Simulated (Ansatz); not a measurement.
`C[SiH](S)S` and `C[SiH](O)S` differ in one atom or group.

Ansatz, PBE0-D4/def2-TZVP geometries, multiplicity 1. Each molecule was computed in one conformer, which needn't be the lowest.

```json
{"property": "HOMO energy (B3LYP/def2-TZVPP) / eV", "`C[SiH](S)S`": "-7.04"}
{"property": "HOMO–LUMO gap (PBE0/def2-TZVPP) / eV", "`C[SiH](S)S`": "7.33"}
{"property": "LUMO energy (PBE0/def2-TZVPP) / eV", "`C[SiH](S)S`": "0.05"}
{"property": "ideal-gas entropy at 298 K and 1 bar (rigid rotor, harmonic PBE0-D4/def2-TZVP) / J/(mol·K)", "`C[SiH](S)S`": "352"}
{"property": "LUMO energy (PBE/def2-TZVPP) / eV", "`C[SiH](S)S`": "-0.88"}
{"property": "HOMO–LUMO gap (PBE/def2-TZVPP) / eV", "`C[SiH](S)S`": "5.20"}
```

Q: What does the change do to each property? (Best estimate.)

A: The calculation gave: 
```csv
property,`C[SiH](O)S`,shift
HOMO energy (B3LYP/def2-TZVPP) / eV,-7.23,-0.19
HOMO–LUMO gap (PBE0/def2-TZVPP) / eV,8.04,0.71
LUMO energy (PBE0/def2-TZVPP) / eV,0.55,0.50
"ideal-gas entropy at 298 K and 1 bar (rigid rotor, harmonic PBE0-D4/def2-TZVP) / J/(mol·K)",336,-16
LUMO energy (PBE/def2-TZVPP) / eV,-0.36,0.52
HOMO–LUMO gap (PBE/def2-TZVPP) / eV,5.88,0.68
```

With PBE0 the HOMO falls by 0.21 eV and the LUMO rises by 0.50 eV, so the gap widens by about 0.71 eV. PBE moves the HOMO by -0.15 eV and ωB97M-V by -0.27 eV.

B3LYP here is the variant with VWN-RPA as its local correlation; programs differ in this.
